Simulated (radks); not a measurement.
Mn, configuration [Ar] 3d3.5 4s2 4p1.5 (fractional occupations, a model configuration). Calculated with a radial shooting solver on a logarithmic mesh with Libxc functionals: scalar-relativistic Kohn-Sham, LDA (Slater exchange, Perdew-Wang correlation), spin-unpolarised, spherical densities, point nucleus.

X-ray form factor f0, the Fourier transform of the density (f0(0) = 25):

| sin(theta)/lambda (1/angstrom) | f0 (electrons) |
|---|---|
| 0.05 | 24.131 |
| 0.1 | 22.193 |
| 0.15 | 20.161 |
| 0.2 | 18.391 |
| 0.25 | 16.855 |
| 0.3 | 15.464 |
| 0.4 | 12.974 |
| 0.5 | 10.907 |
| 0.6 | 9.328 |
| 0.8 | 7.394 |
| 1 | 6.351 |
| 1.25 | 5.391 |
| 1.5 | 4.490 |
| 2 | 2.970 |
